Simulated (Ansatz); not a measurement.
(4-tert-butylphenyl)diphenylsulfonium bromide, `CC(C)(C)c1ccc([S+](c2ccccc2)c2ccccc2)cc1.[Br-]` was relaxed with PBE-D4 (def2-SVP) in Ansatz in these states: charge -1 doublet, neutral singlet. The geometries follow in no particular order.

Single mean-field runs in def2-SVP are fitted with def2-universal-jkfit.

A:

```xyz
47

C     4.6659   -1.8700    0.6019
C     3.5627   -1.2319    1.4648
C     4.0806    0.1314    1.9809
C     3.2942   -2.1654    2.6682
C     2.2599   -1.0138    0.6758
C     1.1290   -0.4700    1.3255
C    -0.0722   -0.2332    0.6472
C    -0.1648   -0.5453   -0.7267
S    -1.5196    0.0733   -1.7582
C    -1.5295    1.8478   -1.6434
C    -1.2997    2.5291   -2.8758
C    -1.0282    3.8941   -2.8925
C    -0.9454    4.6314   -1.6798
C    -1.1526    3.9574   -0.4597
C    -1.4400    2.5897   -0.4195
C    -2.9535   -0.4130   -0.7257
C    -3.0746   -1.7796   -0.4161
C    -4.2264   -2.2091    0.2629
C    -5.2344   -1.2980    0.6188
C    -5.1035    0.0604    0.2774
C    -3.9644    0.5064   -0.4133
C     0.9392   -1.1048   -1.4002
C     2.1264   -1.3353   -0.6995
H     4.9289   -1.2320   -0.2659
H     5.5859   -2.0123    1.2068
H     4.3597   -2.8626    0.2140
H     3.3357    0.6272    2.6351
H     5.0182    0.0054    2.5652
H     4.2882    0.8177    1.1345
H     2.9252   -3.1530    2.3239
H     4.2221   -2.3266    3.2588
H     2.5297   -1.7432    3.3506
H     1.1759   -0.2320    2.4010
H    -0.9517    0.1395    1.1935
H    -1.3423    1.9555   -3.8157
H    -0.8822    4.4036   -3.8586
H    -0.7154    5.7075   -1.6931
H    -1.0940    4.5169    0.4889
H    -1.6266    2.0953    0.5430
H    -2.2999   -2.4838   -0.7769
H    -4.3399   -3.2785    0.5020
H    -6.1332   -1.6478    1.1517
H    -5.8918    0.7800    0.5489
H    -3.8547    1.5603   -0.7084
H     0.8083   -1.4216   -2.4489
H     2.9599   -1.8037   -1.2417
Br   -1.3550   -2.9634   -3.1214
```

B:

| atom | x (Å) | y (Å) | z (Å) |
| --- | --- | --- | --- |
| C1 | 1.7838 | -4.7120 | 1.1769 |
| C2 | 0.4456 | -3.9548 | 1.0956 |
| C3 | -0.2630 | -4.0660 | 2.4665 |
| C4 | -0.4278 | -4.6185 | 0.0042 |
| C5 | 0.6380 | -2.4710 | 0.7445 |
| C6 | -0.4873 | -1.6196 | 0.6520 |
| C7 | -0.3622 | -0.2632 | 0.3337 |
| C8 | 0.9159 | 0.2625 | 0.0724 |
| S9 | 1.1531 | 2.0255 | -0.2983 |
| C10 | -0.2762 | 2.6539 | 0.7377 |
| C11 | 0.0162 | 2.7671 | 2.1078 |
| C12 | -0.9378 | 3.3119 | 2.9775 |
| C13 | -2.1694 | 3.7659 | 2.4754 |
| C14 | -2.4443 | 3.6692 | 1.1030 |
| C15 | -1.4989 | 3.1124 | 0.2242 |
| C16 | 0.4488 | 2.3218 | -1.9320 |
| C17 | -0.2620 | 1.3437 | -2.6374 |
| C18 | -0.8046 | 1.6801 | -3.8878 |
| C19 | -0.6456 | 2.9733 | -4.4085 |
| C20 | 0.0703 | 3.9404 | -3.6815 |
| C21 | 0.6282 | 3.6198 | -2.4383 |
| C22 | 2.0541 | -0.5504 | 0.1538 |
| C23 | 1.9032 | -1.9017 | 0.4986 |
| H24 | 2.4496 | -4.2923 | 1.9584 |
| H25 | 1.5974 | -5.7743 | 1.4341 |
| H26 | 2.3289 | -4.6949 | 0.2112 |
| H27 | -1.2581 | -3.5766 | 2.4614 |
| H28 | -0.4142 | -5.1320 | 2.7350 |
| H29 | 0.3428 | -3.5929 | 3.2665 |
| H30 | 0.0584 | -4.5480 | -0.9905 |
| H31 | -0.5829 | -5.6926 | 0.2362 |
| H32 | -1.4264 | -4.1423 | -0.0725 |
| H33 | -1.4961 | -2.0179 | 0.8383 |
| H34 | -1.2552 | 0.3763 | 0.2983 |
| H35 | 0.9890 | 2.4211 | 2.4936 |
| H36 | -0.7138 | 3.3926 | 4.0523 |
| H37 | -2.9147 | 4.2022 | 3.1572 |
| H38 | -3.4067 | 4.0271 | 0.7058 |
| H39 | -1.7193 | 3.0365 | -0.8501 |
| H40 | -0.3685 | 0.3276 | -2.2336 |
| H41 | -1.3519 | 0.9159 | -4.4604 |
| H42 | -1.0730 | 3.2281 | -5.3898 |
| H43 | 0.2100 | 4.9518 | -4.0922 |
| H44 | 1.2190 | 4.3584 | -1.8771 |
| H45 | 3.0377 | -0.1199 | -0.1024 |
| H46 | 2.8106 | -2.5178 | 0.5626 |
| Br47 | 3.4595 | 1.5736 | -1.8827 |

Judge from the bond lengths which geometry belongs to which state (an estimate).

A is the charge -1 doublet (S9–C10 1.778 Å, C10–C15 1.434 Å, S9–C16 1.833 Å); B is the neutral singlet (S9–C10 1.874 Å, C10–C15 1.403 Å, S9–C16 1.804 Å).

At PBE-D4/def2-SVP the highest occupied level of the relaxed charge -1 doublet lies above zero (up to 0.59 eV). By energy differences its removal costs 0.98 eV (each at its own geometry, to the charge 0 singlet, at PBE0-D4/def2-TZVP). The charge -1 doublet has come apart into loosely held pieces.
